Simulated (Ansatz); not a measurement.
C$_{3}$H$_{4}$F$_{4}$O, SMILES `FCOC(F)C(F)F`, relaxed with RKS PBE0-D4/def2-TZVP in Ansatz 0.2.0 from a GFN2-xTB geometry. The force threshold is 0.005 eV/Å; the program also tests the step.

Charge 0, multiplicity 1.

Start:

```xyz
12

F     1.744    0.790    1.557
C     1.054    1.461    0.589
O    -0.126    0.796    0.286
C     0.033   -0.429   -0.327
F     0.458   -0.246   -1.622
C    -1.340   -1.118   -0.372
F    -1.800   -1.295    0.880
F    -1.224   -2.341   -0.924
H     0.771    2.438    0.992
H     1.724    1.549   -0.278
H     0.778   -1.073    0.165
H    -2.072   -0.532   -0.946
```

(1) By how much does the energy fall, and how many steps does the optimiser take? (Estimate.)

(2) Which bonds change most? (Best estimate.)

(3) Give the relaxed structure. (Best estimate.)

## Answers

(1) The calculation gave: 0.02 eV, in 8 steps.

(2) Ansatz gave: C4–C6 from 1.537 to 1.520 Å; C4–H11 from 1.101 to 1.095 Å; C2–H10 from 1.099 to 1.094 Å; C6–H12 from 1.100 to 1.095 Å.

(3) Ansatz gave: 
```xyz
12

F     1.622    0.829    1.671
C     1.048    1.447    0.592
O    -0.129    0.806    0.240
C     0.032   -0.423   -0.357
F     0.429   -0.265   -1.661
C    -1.326   -1.107   -0.356
F    -1.685   -1.369    0.917
F    -1.227   -2.279   -1.014
H     0.776    2.463    0.875
H     1.775    1.431   -0.225
H     0.780   -1.043    0.149
H    -2.093   -0.488   -0.830
```
